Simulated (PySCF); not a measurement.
# Working out the ionisation energy of Xe(2+)

Xe(2+) [Kr] 4d10 5s2 5p4 (3P) → Xe(3+) [Kr] 4d10 5s2 5p3 (4S). Calculation: PySCF 2.14, in aug-cc-pVTZ-DK3 (8s7p5d2f, 68 functions); the spin-free X2C one-electron Hamiltonian (Gaussian nucleus). Frozen: [Kr] 4d10. Energies in hartree (1 hartree = 27.21139 eV):

```csv
part,Xe(2+) (lower),Xe(3+) (upper)
UHF,-7442.005864,-7440.927046
MP2 opposite-spin,-0.071068,-0.050191
MP2 same-spin,-0.020200,-0.017619
```

Question: What does Hartree-Fock give?

Answer: (-7440.927046) − (-7442.005864) = 1.078818 hartree = 29.356 eV.

Question: What do MP2 and SCS-MP2 (6/5 opposite-spin, 1/3 same-spin) give?

Answer: The opposite-spin parts differ by 0.568 eV and the same-spin parts by 0.070 eV. MP2: 29.356 + (0.568) + (0.070) = 29.994 eV. SCS-MP2: 29.356 + 1.2 × (0.568) + (0.070)/3 = 30.061 eV.

A first-order spin-orbit estimate adds 0.453 eV to MP2 (valence), giving 30.447 eV against 31.05 ± 0.04 eV (semi-empirical (NIST evaluation); NIST Atomic Spectra Database, ionization energies).

What remains against the reference includes basis incompleteness, the frozen core and correlation beyond second order.
